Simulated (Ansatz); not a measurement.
Cost and result for the atomization energy of BH$_{7}$SeSi$_{2}$ (`[SiH3][SiH2]B[SeH]`) (11 atoms, 10 bonds).

```xyz
11

Si   -0.084    0.173    1.873
Si    0.489    0.779   -0.320
B    -0.784   -0.152   -1.539
Se   -0.394   -1.801   -2.395
H     0.052   -1.300    2.040
H     0.801    0.847    2.862
H    -1.493    0.553    2.160
H     1.900    0.359   -0.564
H     0.410    2.263   -0.432
H    -1.895    0.234   -1.743
H     0.999   -1.954   -1.943
```

Total charge 0; spin multiplicity 1. Correlated methods include outer-core shells of Se, which these sets cover unevenly. Scalar relativity is left out up to krypton. The structure was optimised at the PBE0-D4/def2-TZVP level. It is one conformer, not always the lowest. Program: Ansatz. All runs use 4 threads of an Arm Neoverse V1 on a shared host. Times are those of one run each, without the atoms' runs, and a repeat can differ threefold. Electronic energies, without spin–orbit coupling; frozen cores. CCSD(T)/CBS adds CCSD(T) − MP2 in def2-TZVPP to the MP2 limit, and its time is that of the two runs behind it. T1 = 0.014. With those shells the extrapolation isn't a true limit.

CCSD(T)/CBS is a level of theory with its own doubt, some kJ/mol a heavy atom from the limit and from the frozen cores, so smaller differences don't rank the functionals.

| level | functions | wall time | atomization (kJ/mol) | difference from CCSD(T)/CBS | per bond |
| --- | --- | --- | --- | --- | --- |
| revPBE-D4/def2-TZVPP | 261 | 2.4 s | 3201.7 | -56.1 | -5.6 |
| BLYP-D4/def2-TZVPP | 261 | 2.5 s | 3222.4 | -35.4 | -3.5 |
| PBE-D4/def2-TZVPP (with forces) | 261 | 2.9 s | 3252.2 | -5.6 | -0.6 |
| CAM-B3LYP-D4/def2-TZVPP | 261 | 4.9 s | 3257.0 | -0.8 | -0.1 |
| r2SCAN-D4/def2-TZVPP (with forces) | 261 | 6 s | 3275.1 | 17.3 | 1.7 |
| r2SCANh-D4/def2-TZVPP | 261 | 7 s | 3263.5 | 5.7 | 0.6 |
| B2PLYP/def2-TZVPP | 261 | 7 s | 3205.4 | -52.4 | -5.2 |
| CCSD(T)/def2-SVP | 117 | 7 s | 3054.2 | -203.6 | -20.4 |
| ωB97X-V/def2-TZVPP | 261 | 11 s | 3282.0 | 24.2 | 2.4 |
| B97M-V/def2-TZVPP | 261 | 12 s | 3287.0 | 29.2 | 2.9 |
| MP2/def2-QZVPP | 496 | 29 s | 3204.9 | -52.9 | -5.3 |
| CCSD(T)/def2-TZVPP | 261 | 3.4 min | 3177.5 | -80.3 | -8.0 |
| CCSD(T)/CBS(def2) | – | 3.8 min | 3257.8 | 0.0 | 0.0 |

From PBE to PBE0 (25 % exact exchange), in def2-TZVPP and without D4, the atomization energy moves by −10.2 kJ/mol: exact exchange takes away binding that semilocal exchange gives to molecules. The D4 term adds +43.4 kJ/mol with B3LYP and +23.0 kJ/mol with PBE0; it sums over pairs of atoms, weighted by their polarisabilities, and B3LYP, whose exchange is more repulsive, gets the larger term. At CCSD(T), def2-SVP lies −203.6 kJ/mol from the extrapolated value and def2-TZVPP −80.3 kJ/mol: correlation converges slowly with the basis, and small sets miss more of it in the bonded molecule than in its fragments.

B3LYP here is the variant with VWN-RPA as its local correlation; programs differ in this.

For some Ge, Se and Sn compounds the MP2-based and the directly extrapolated limit differ by 10 to 25 kJ/mol.
